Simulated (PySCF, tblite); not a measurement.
Isomers of C4H8F2O2Si, one GFN2-xTB conformer each. Single-point energies are computed at PBE0/pcSseg-1 (PySCF, gas phase, no added dispersion term), electronic only.

```csv
SMILES,GFN2-xTB relative energy (kcal/mol)
C=C(COC(F)F)O[SiH3],0.0
C=C(CO[SiH3])OC(F)F,3.8
C=C(OC[SiH3])OC(F)F,38.1
C=C(O[SiH3])O[C@H](F)CF,0.5
CO[SiH2]C(OC)=C(F)F,16.3
```

Conformers: `[CH2:1]=[C:2]([CH2:3][O:4][CH:5]([F:6])[F:7])[O:8][SiH3:9]` with C1–C2–C3–O4 -132°, C2–C3–O4–C5 68°, C3–O4–C5–F6 73°, C1–C2–O8–Si9 169°; `[CH2:1]=[C:2]([CH2:3][O:4][SiH3:5])[O:6][CH:7]([F:8])[F:9]` with C1–C2–C3–O4 -21°, C2–C3–O4–Si5 -79°, C1–C2–O6–C7 -14°, C2–O6–C7–F8 -164°; `[CH2:1]=[C:2]([O:3][CH2:4][SiH3:5])[O:6][CH:7]([F:8])[F:9]` with C1–C2–O3–C4 -3°, C2–O3–C4–Si5 180°, C1–C2–O6–C7 -176°, C2–O6–C7–F8 162°; `[CH2:1]=[C:2]([O:3][SiH3:4])[O:5][C@H:6]([F:7])[CH2:8][F:9]` with C1–C2–O3–Si4 10°, C1–C2–O5–C6 13°, C2–O5–C6–F7 -75°, O5–C6–C8–F9 -90°; `[CH3:1][O:2][SiH2:3][C:4]([O:5][CH3:6])=[C:7]([F:8])[F:9]` with C1–O2–Si3–C4 -61°, O2–Si3–C4–O5 40°, Si3–C4–O5–C6 180°.

Question: What does PBE0/pcSseg-1 give for the same structures?

Answer: 
```tsv
SMILES	PBE0/pcSseg-1 E (Eh)	PBE0/pcSseg-1 (kcal/mol)	GFN2-xTB (kcal/mol)	point group
C=C(COC(F)F)O[SiH3]	-796.14519	0.0	0.0	C1
C=C(CO[SiH3])OC(F)F	-796.14037	3.0	3.8	C1
C=C(O[SiH3])O[C@H](F)CF	-796.13367	7.2	0.5	C1
CO[SiH2]C(OC)=C(F)F	-796.11614	18.2	16.3	C1
C=C(OC[SiH3])OC(F)F	-796.10662	24.2	38.1	C1
```

Both levels put the same isomer lowest; measured from each level's own lowest isomer, the values differ by up to 13.9 kcal/mol (C=C(OC[SiH3])OC(F)F: 38.1 against 24.2). As drawn, the lowest has an Si–O bond, which the highest lacks; the highest has an Si–C bond, which the lowest lacks.

Question: Which frontier levels, dipoles and rotational constants go with these structures?

Answer: 
```tsv
SMILES	HOMO (eV, PBE0/pcSseg-1)	LUMO (eV)	dipole (D)	A, B, C (MHz)
C=C(COC(F)F)O[SiH3]	-7.24	-0.03	1.77	1808, 1050, 759.8
C=C(CO[SiH3])OC(F)F	-7.63	0.03	1.54	3501, 556.1, 530.6
C=C(O[SiH3])O[C@H](F)CF	-6.99	0.07	1.37	2829, 599.4, 529.3
CO[SiH2]C(OC)=C(F)F	-6.69	0.34	2.57	2024, 906.4, 652.1
C=C(OC[SiH3])OC(F)F	-6.92	0.37	3.93	2039, 747.9, 586.0
```

Question: What happens when harmonic zero-point energies from GFN2-xTB frequencies are added?

Answer: 
| SMILES | ZPE (kcal/mol) | electronic (kcal/mol) | with ZPE (kcal/mol) |
| --- | --- | --- | --- |
| C=C(COC(F)F)O[SiH3] | 71.6 | 0.0 | 0.0 |
| C=C(CO[SiH3])OC(F)F | 71.2 | 3.0 | 2.6 |
| C=C(O[SiH3])O[C@H](F)CF | 71.0 | 7.2 | 6.7 |
| CO[SiH2]C(OC)=C(F)F | 72.3 | 18.2 | 18.9 |
| C=C(OC[SiH3])OC(F)F | 70.5 | 24.2 | 23.1 |

The zero-point energies span 1.8 kcal/mol. The order is unchanged.

Question: As an exercise, what shares would exp(−E/RT) give at 1000 K from these electronic energies alone (no entropy, no degeneracies)?

Answer: RT = 1.987 kcal/mol: C=C(COC(F)F)O[SiH3] 80.4 %, C=C(CO[SiH3])OC(F)F 17.5 %, C=C(O[SiH3])O[C@H](F)CF 2.1 %, CO[SiH2]C(OC)=C(F)F under 0.1 %, C=C(OC[SiH3])OC(F)F under 0.1 %.
